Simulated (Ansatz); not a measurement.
Isolated molecules relaxed with PBE0-D4/def2-TZVP in Ansatz; ΔE leaves out vibrations. CCSD(T)/CBS adds triple-zeta CCSD(T) − MP2 to the extrapolated MP2 energy (def2 sets, frozen cores). This one scheme is used for every species, atoms too. Functionals use def2-TZVPP. B3LYP here is the variant with VWN-RPA as its local correlation; programs differ in this. Open shells (•) are unrestricted, without spin–orbit coupling. Spin–orbit coupling would lower the free atoms: a little for C, Si. Each species was taken in one conformer, which may not be the lowest.

Reaction (atomization): `C#CC[SiH2]C` → 4 C• + 8 H• + Si•

`C#CC[SiH2]C`:

Cartesian coordinates in Å:
```
C -1.271 2.240 0.617
C -1.326 1.059 0.400
C -1.319 -0.363 0.147
Si 0.431 -1.071 0.323
C 1.612 -0.201 -0.829
H -1.244 3.286 0.809
H -1.687 -0.575 -0.863
H -1.984 -0.883 0.844
H 0.858 -0.912 1.739
H 0.363 -2.527 0.012
H 1.322 -0.349 -1.872
H 1.616 0.872 -0.624
H 2.629 -0.579 -0.703
```

```csv
species,B3LYP-D4 energy (Eh)
`C#CC[SiH2]C`,-446.79098
C•,-37.85948
H•,-0.50215
Si•,-289.39209
```

(1) Work out ΔE.

Largest T1 diagnostic among the species: 0.012.

Answers

(1) ΔE = 8 × (-0.50215) + 4 × (-37.85948) + (-289.39209) − (-446.79098) = 1.94377 Eh = +1219.7 kcal/mol. CCSD(T)/CBS gives +1217.8 kcal/mol.

From PBE to PBE0 (25 % exact exchange), in def2-TZVPP and without D4, ΔE moves by −14.4 kcal/mol: exact exchange takes away binding that semilocal exchange gives to molecules. In def2-TZVPP, CCSD(T) changes the Hartree–Fock value by +272.2 kcal/mol (the triples alone add +16.4 kcal/mol) and MP2 by +288.1 kcal/mol; breaking electron pairs costs correlation energy, which Hartree–Fock lacks. The D4 term adds +9.9 kcal/mol with B3LYP and +5.3 kcal/mol with PBE0; it sums over pairs of atoms, weighted by their polarisabilities, and B3LYP, whose exchange is more repulsive, gets the larger term.

For atomizations the MP2-based limit and the directly extrapolated one differ by several kJ/mol either way, and by 10 to 25 for some Ge, Se and Sn compounds, so smaller differences from it don't rank the levels.
